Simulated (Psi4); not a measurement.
Reaction (SMILES): N#P (N-P) + H+ → [NH+]#P
B3LYP-D3(BJ)/def2-TZVP geometries, fixed; electronic energies without zero-point terms; positive where energy is released.
Largest species:
```
N
H 1 1.0147
P 1 1.4549 2 180.00
```
Charge +1, spin multiplicity 1.

Basis-set convergence of the proton affinity at B3LYP with Psi4. Cartesian d functions, on some or all atoms, in 6-31G*, 6-31+G*; all else is spherical. Density fitting with the program's default auxiliary sets. Psi4's default fitting sets serve the pcseg sets less well. The proton sits at the site shown, which need not be the one that binds it best. No added dispersion term, no relativity. Functions are those of the species that has most. Reference: the value in aug-cc-pV(Q+d)Z, 198.33 kcal/mol, itself unsure by roughly 0.09 kcal/mol (its mean distance from cc-pV(5+d)Z, def2-QZVPPD, def2-QZVPP). Deviations are taken from unrounded values.

```csv
basis,functions,proton affinity (kcal/mol)
6-31G*,36,195.64
6-31+G*,44,193.15
def2-SVP,37,199.08
def2-SVPD,52,197.70
pcseg-1,37,194.60
aug-pcseg-1,59,192.93
cc-pV(D+d)Z,42,198.23
aug-cc-pV(D+d)Z,64,194.57
6-311G**,50,198.40
6-311+G**,58,196.30
def2-TZVP,74,198.27
def2-TZVPD,89,197.73
pcseg-2,78,198.65
aug-pcseg-2,119,198.10
cc-pV(T+d)Z,83,198.80
aug-cc-pV(T+d)Z,124,197.86
def2-TZVPP,87,198.75
def2-TZVPPD,102,198.21
cc-pV(Q+d)Z,149,198.59
aug-cc-pV(Q+d)Z,215,198.33
def2-QZVPP,157,198.44
def2-QZVPPD,172,198.31
pcseg-3,157,198.60
aug-pcseg-3,223,198.43
```

What the diffuse functions change, pair by pair:
- 6-31G* to 6-31+G*: 8 more functions, deviation -2.69 to -5.18 kcal/mol
- def2-SVP to def2-SVPD: 15 more functions, deviation 0.75 to -0.63 kcal/mol
- pcseg-1 to aug-pcseg-1: 22 more functions, deviation -3.73 to -5.40 kcal/mol
- cc-pV(D+d)Z to aug-cc-pV(D+d)Z: 22 more functions, deviation -0.11 to -3.76 kcal/mol
- 6-311G** to 6-311+G**: 8 more functions, deviation 0.07 to -2.04 kcal/mol
- def2-TZVP to def2-TZVPD: 15 more functions, deviation -0.06 to -0.60 kcal/mol
- pcseg-2 to aug-pcseg-2: 41 more functions, deviation 0.32 to -0.23 kcal/mol
- cc-pV(T+d)Z to aug-cc-pV(T+d)Z: 41 more functions, deviation 0.47 to -0.48 kcal/mol
- def2-TZVPP to def2-TZVPPD: 15 more functions, deviation 0.42 to -0.12 kcal/mol
- cc-pV(Q+d)Z to aug-cc-pV(Q+d)Z: 66 more functions, deviation 0.26 to 0.00 kcal/mol
- def2-QZVPP to def2-QZVPPD: 15 more functions, deviation 0.11 to -0.02 kcal/mol
- pcseg-3 to aug-pcseg-3: 66 more functions, deviation 0.27 to 0.10 kcal/mol

Leaving out the reference's own pair, they bring the value nearer the reference by more than 0.09 kcal/mol in 5 of 11 pairs.
